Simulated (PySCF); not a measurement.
PySCF input (TPSSh/def2-TZVPD):

```python
from pyscf import gto, scf, dft

mol = gto.M(
    atom='''
    C    -0.00000000   -0.00000000   -0.76527862
    F     0.00000000    0.00000000    0.51018575
    ''',
    basis='def2-tzvpd',
    charge=0,
    spin=1,
    symmetry='C2v',
    verbose=4,
)

mf = dft.UKS(mol, xc='tpssh').density_fit(auxbasis='def2-universal-jkfit')
mf.grids.level = 3
mf.conv_tol = 1e-9
mf.max_cycle = 100
mf.max_memory = 1500
mf.kernel()
if not mf.converged:
    mf = mf.newton()
    mf.kernel(mf.make_rdm1())
mf.analyze()
```

End of the output:

```
Extra cycle  E= -137.841744083649  delta_E= 2.13e-12  |g|= 3.43e-06  |ddm|= 2.14e-06
converged SCF energy = -137.841744083649  <S^2> = 0.75547867  2S+1 = 2.0054712
**** SCF Summaries ****
Total Energy =                        -137.841744083649445
Nuclear Repulsion Energy =              22.404051466902210
One-electron Energy =                 -233.875087298311428
Two-electron Energy =                   73.629291747759765
Two-electron Coulomb Energy =           89.372046431843003
DFT Exchange-Correlation Energy =      -15.742754684083238
HOMO-LUMO gap [eV] =                     2.121985984102916
Wave-function symmetry = B1
alpha occupancy for each irrep:     A1   A2   B1   B2
                                     5    0    2    1
beta  occupancy for each irrep:     A1   A2   B1   B2
                                     5    0    1    1
**** MO energy ****
alpha MO #1 (A1 #1), energy= -24.7066940296456 occ= 1
alpha MO #2 (A1 #2), energy= -10.2591842118779 occ= 1
alpha MO #3 (A1 #3), energy= -1.30317072843959 occ= 1
alpha MO #4 (A1 #4), energy= -0.675431467666304 occ= 1
alpha MO #5 (B1 #1), energy= -0.530132092785308 occ= 1
alpha MO #6 (B2 #1), energy= -0.520891051330874 occ= 1
alpha MO #7 (A1 #5), energy= -0.400829443751931 occ= 1
alpha MO #8 (B1 #2), energy= -0.20329704099923 occ= 1
alpha MO #9 (B2 #2), energy= -0.125315493769578 occ= 0
alpha MO #10 (A1 #6), energy= 0.0234344679778324 occ= 0
alpha MO #11 (A1 #7), energy= 0.0675664036350696 occ= 0
alpha MO #12 (B1 #3), energy= 0.0825855696402786 occ= 0
alpha MO #13 (B2 #3), energy= 0.0840832760702912 occ= 0
alpha MO #14 (A1 #8), energy= 0.12286953431671 occ= 0
alpha MO #15 (A2 #1), energy= 0.193130316915769 occ= 0
alpha MO #16 (A1 #9), energy= 0.19475861760667 occ= 0
alpha MO #17 (B1 #4), energy= 0.224157616990549 occ= 0
alpha MO #18 (B2 #4), energy= 0.230196801762202 occ= 0
alpha MO #19 (A1 #10), energy= 0.278419194742198 occ= 0
alpha MO #20 (A1 #11), energy= 0.288198203762621 occ= 0
alpha MO #21 (B1 #5), energy= 0.341494236838715 occ= 0
alpha MO #22 (B2 #5), energy= 0.347173615112933 occ= 0
alpha MO #23 (A1 #12), energy= 0.369331638043001 occ= 0
alpha MO #24 (A1 #13), energy= 0.405560440802827 occ= 0
alpha MO #25 (A2 #2), energy= 0.525930753520996 occ= 0
alpha MO #26 (A1 #14), energy= 0.526473617402331 occ= 0
alpha MO #27 (B1 #6), energy= 0.563310821412266 occ= 0
alpha MO #28 (B2 #6), energy= 0.564042845156624 occ= 0
alpha MO #29 (A1 #15), energy= 0.707892374538108 occ= 0
alpha MO #30 (A2 #3), energy= 0.814036359811423 occ= 0
alpha MO #31 (A1 #16), energy= 0.819522123551302 occ= 0
alpha MO #32 (B2 #7), energy= 0.825609658676437 occ= 0
alpha MO #33 (B1 #7), energy= 0.827156744652866 occ= 0
alpha MO #34 (A1 #17), energy= 0.949249053611748 occ= 0
alpha MO #35 (A1 #18), energy= 1.04453568395754 occ= 0
alpha MO #36 (B1 #8), energy= 1.04563788940781 occ= 0
alpha MO #37 (B2 #8), energy= 1.04634920759215 occ= 0
alpha MO #38 (A1 #19), energy= 1.19796237856762 occ= 0
alpha MO #39 (A1 #20), energy= 1.46752228864357 occ= 0
alpha MO #40 (B1 #9), energy= 1.51438427943807 occ= 0
alpha MO #41 (B2 #9), energy= 1.52611349148618 occ= 0
alpha MO #42 (A2 #4), energy= 2.11075172113839 occ= 0
alpha MO #43 (A1 #21), energy= 2.11109369982193 occ= 0
alpha MO #44 (B2 #10), energy= 2.14494362534269 occ= 0
alpha MO #45 (B1 #10), energy= 2.15244720496525 occ= 0
alpha MO #46 (A1 #22), energy= 2.18994797618704 occ= 0
alpha MO #47 (A1 #23), energy= 2.61142697379229 occ= 0
alpha MO #48 (B1 #11), energy= 2.64455282084417 occ= 0
alpha MO #49 (B2 #11), energy= 2.64635295646745 occ= 0
alpha MO #50 (A2 #5), energy= 2.79564516451632 occ= 0
alpha MO #51 (A1 #24), energy= 2.79878931568077 occ= 0
alpha MO #52 (A2 #6), energy= 3.04250257190146 occ= 0
alpha MO #53 (A1 #25), energy= 3.04279567774189 occ= 0
alpha MO #54 (B2 #12), energy= 3.04377763156568 occ= 0
alpha MO #55 (B1 #12), energy= 3.04489351166544 occ= 0
alpha MO #56 (A1 #26), energy= 3.11783166541418 occ= 0
alpha MO #57 (B2 #13), energy= 3.26970045400478 occ= 0
alpha MO #58 (B1 #13), energy= 3.27788312795613 occ= 0
alpha MO #59 (A1 #27), energy= 3.67384674940372 occ= 0
alpha MO #60 (B2 #14), energy= 3.78503587325547 occ= 0
alpha MO #61 (B1 #14), energy= 3.79781261908124 occ= 0
alpha MO #62 (A1 #28), energy= 3.97118524101573 occ= 0
alpha MO #63 (A1 #29), energy= 5.19956871240403 occ= 0
alpha MO #64 (B1 #15), energy= 6.81367792305239 occ= 0
alpha MO #65 (B2 #15), energy= 6.81368087699096 occ= 0
alpha MO #66 (A2 #7), energy= 6.95128502297674 occ= 0
alpha MO #67 (A1 #30), energy= 6.9515165434699 occ= 0
alpha MO #68 (B2 #16), energy= 7.31759441075634 occ= 0
alpha MO #69 (B1 #16), energy= 7.32527199140427 occ= 0
alpha MO #70 (A1 #31), energy= 7.43957413451474 occ= 0
alpha MO #71 (A2 #8), energy= 8.37799687214606 occ= 0
alpha MO #72 (A1 #32), energy= 8.37835151182203 occ= 0
alpha MO #73 (B2 #17), energy= 8.73099122141128 occ= 0
alpha MO #74 (B1 #17), energy= 8.73467059856173 occ= 0
alpha MO #75 (A1 #33), energy= 9.17209826562966 occ= 0
alpha MO #76 (A1 #34), energy= 21.9800595250617 occ= 0
alpha MO #77 (A1 #35), energy= 57.1651357496595 occ= 0
beta  MO #1 (A1 #1), energy= -24.7022438897349 occ= 1
beta  MO #2 (A1 #2), energy= -10.2425479918485 occ= 1
beta  MO #3 (A1 #3), energy= -1.29497712064074 occ= 1
beta  MO #4 (A1 #4), energy= -0.655581495468329 occ= 1
beta  MO #5 (B2 #1), energy= -0.518006590914265 occ= 1
beta  MO #6 (B1 #1), energy= -0.497924076400197 occ= 1
beta  MO #7 (A1 #5), energy= -0.366087462466325 occ= 1
beta  MO #8 (B2 #2), energy= -0.106530950698134 occ= 0
beta  MO #9 (B1 #2), energy= -0.0556815933068703 occ= 0
beta  MO #10 (A1 #6), energy= 0.0271597474481382 occ= 0
beta  MO #11 (A1 #7), energy= 0.0746843578264595 occ= 0
beta  MO #12 (B2 #3), energy= 0.0859189450761336 occ= 0
beta  MO #13 (B1 #3), energy= 0.0927238149972237 occ= 0
beta  MO #14 (A1 #8), energy= 0.128777610025896 occ= 0
beta  MO #15 (A1 #9), energy= 0.205909239128999 occ= 0
beta  MO #16 (A2 #1), energy= 0.206040579326014 occ= 0
beta  MO #17 (B2 #4), energy= 0.233658282220052 occ= 0
beta  MO #18 (B1 #4), energy= 0.245255265410989 occ= 0
beta  MO #19 (A1 #10), energy= 0.289160315904923 occ= 0
beta  MO #20 (A1 #11), energy= 0.300026989226801 occ= 0
beta  MO #21 (B2 #5), energy= 0.352894015327942 occ= 0
beta  MO #22 (B1 #5), energy= 0.370820319466687 occ= 0
beta  MO #23 (A1 #12), energy= 0.377528021790589 occ= 0
beta  MO #24 (A1 #13), energy= 0.41230618154065 occ= 0
beta  MO #25 (A2 #2), energy= 0.529155238159935 occ= 0
[...]
```
